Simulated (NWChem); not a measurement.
Program: NWChem. System: bicarbonate (CHO$_{3}$ (-1)), charge -1, spin multiplicity 1, at a geometry optimised with PBE/def2-SVP. Level: G0W0@PBE0/def2-TZVPD, RI basis def2-tzvpd-rifit.

NWChem printed:

```
             Northwest Computational Chemistry Package (NWChem) 7.3.0
             --------------------------------------------------------

                                NWChem Input Module
                                -------------------

 Scaling coordinates for geometry "geometry" by  1.889725989
 (inverse scale =  0.529177249)

 Turning off AUTOSYM since
 SYMMETRY directive was detected!

                             Geometry "geometry" -> ""
                             -------------------------

 Output coordinates in angstroms (scale by  1.889725989 to convert to a.u.)

  No.       Tag          Charge          X              Y              Z
 ---- ---------------- ---------- -------------- -------------- --------------
    1 O                    8.0000     0.60164600     1.14385600     0.00000000
    2 C                    6.0000    -0.04096900    -0.17084500     0.00000000
    3 O                    8.0000    -1.29932700    -0.10093000     0.00000000
    4 O                    8.0000     0.75341200    -1.12764600     0.00000000
    5 H                    1.0000    -0.20003100     1.70282700     0.00000000

 Effective nuclear repulsion energy (a.u.)     111.9160364652

            Nuclear Dipole moment (a.u.)
            ----------------------------
        X                 Y               Z
 ---------------- ---------------- ----------------
     0.0000056692    -0.0000056692     0.0000000000

      Symmetry information
      --------------------

 Group name             Cs
 Group number              2
 Group order               2
 No. of unique centers     5

      Symmetry unique atoms

     1    2    3    4    5


 Summary of "ao basis" -> "" (spherical)
 ------------------------------------------------------------------------------
       Tag                 Description            Shells   Functions and Types
 ---------------- ------------------------------  ------  ---------------------
 *                         def2-tzvpd                 on all atoms

 new library libraries.bse/

 Summary of "ri basis" -> "" (spherical)
 ------------------------------------------------------------------------------
       Tag                 Description            Shells   Functions and Types
 ---------------- ------------------------------  ------  ---------------------
 *                      def2-tzvpd-rifit              on all atoms

                                 NWChem DFT Module
                                 -----------------
[...]
  ----- ------------  ---------------      ----- ------------  ---------------
    83      5.916780  3 O  s                123     -3.903126  4 O  s
     6     -3.365991  1 O  s                 53      2.938799  2 C  px
    93      2.393570  3 O  px                16      1.491019  1 O  px
   133      1.338604  4 O  px                82      1.325516  3 O  s
   122     -0.941096  4 O  s                 70     -0.805070  2 C  d  2

 center of mass
 --------------
 x =   0.00614044 y =  -0.05233250 z =   0.00000000

 moments of inertia (a.u.)
 ------------------
         159.467548870885           2.633881376238           0.000000000000
           2.633881376238         149.742687866408           0.000000000000
           0.000000000000           0.000000000000         309.210236737293

     Multipole analysis of the density
     ---------------------------------

     L   x y z        total         alpha         beta         nuclear
     -   - - -        -----         -----         ----         -------
     0   0 0 0     -1.000000    -16.000000    -16.000000     31.000000

     1   1 0 0     -0.080183     -0.040094     -0.040094      0.000006
     1   0 1 0      0.983771      0.491888      0.491888     -0.000006
     1   0 0 1     -0.000000     -0.000000     -0.000000      0.000000

     2   2 0 0    -25.180179    -50.073675    -50.073675     74.967170
     2   1 1 0     -0.439221      0.745610      0.745610     -1.930441
     2   1 0 1     -0.000000     -0.000000     -0.000000      0.000000
     2   0 2 0    -21.444843    -53.211264    -53.211264     84.977686
     2   0 1 1     -0.000000     -0.000000     -0.000000      0.000000
     2   0 0 2    -18.201088     -9.100544     -9.100544      0.000000

 Task  times  cpu:       49.7s     wall:       49.7s

                                NWChem Input Module
                                -------------------

                                 NWChem GW Module
                                 ----------------

                             ***********************
                             ***        GW       ***
                             ***********************

 Summary of "ri basis" -> "ri basis" (spherical)
 ------------------------------------------------------------------------------
       Tag                 Description            Shells   Functions and Types
 ---------------- ------------------------------  ------  ---------------------
 O                      def2-tzvpd-rifit            26       92   9s7p5d4f1g
 C                      def2-tzvpd-rifit            26       92   9s7p5d4f1g
 H                      def2-tzvpd-rifit            10       24   5s3p2d

                 Memory Information
                 ------------------
          Available GA per process is          1699.8 MBs
          Available stack per process is        700.0 MBs
          Available heap per process is           0.0 MBs

          Peak memory in Initialization
              Peak GA per process is                 10.4 MBs
              Peak stack per process is               0.3 MBs
              Peak heap per process is               10.7 MBs
              Memory not in MA per process            0.0 MBs

          Peak memory in CDGW Calculation
              Peak GA per process is                 12.9 MBs
              Peak stack per process is               2.4 MBs
              Peak heap per process is                3.0 MBs
              Memory not in MA per process            0.0 MBs

          Computing 2-center integrals
          Computing Inverse Cholesky factor
          Computing 3-center integrals
          Computing Vxc

          Computing Sigma_x
          Computing W(iw) on the imaginary grid
          Solving quasiparticle equations

                  Alpha Orbitals
          State     Energy (eV)     Error (eV)
          -----------------------------------
@GW        13         -5.484           0.005
@GW        14         -4.567           0.005
@GW        15         -4.180           0.002
@GW        16         -3.718           0.002
@GW        17          4.999           0.002
@GW        18          5.762           0.002

     GW Timing Statistics
   ------------------------
   Init.   :          0.1s
     ERIs  :          3.0s
     Distr.:          0.0s
     Vxc   :          5.4s
   Vmo     :          0.0s
   iW      :          3.7s
   I_n     :          0.0s
   R_n     :          0.3s
   GW total:         12.6s

 Task  times  cpu:       12.6s     wall:       12.6s

 Total times  cpu:       62.3s     wall:       62.3s
```

Task: Write an NWChem input that would produce this output.

Result: Several could match; the one computed here: 
```
start mol
memory heap 200 mb stack 700 mb global 1700 mb
charge -1
geometry units angstroms nocenter noautoz
  O      0.601646     1.143856     0.000000
  C     -0.040969    -0.170845     0.000000
  O     -1.299327    -0.100930     0.000000
  O      0.753412    -1.127646     0.000000
  H     -0.200031     1.702827     0.000000
  symmetry group Cs
end
basis spherical
  * library def2-tzvpd
end
basis "ri basis" bse spherical
  * library def2-tzvpd-rifit
end
dft
  xc pbe0
  iterations 100
  direct
  tolerances tight
end
task dft energy
gw
  method cdgw
  states alpha occ 4 vir 2
end
task dft gw
```
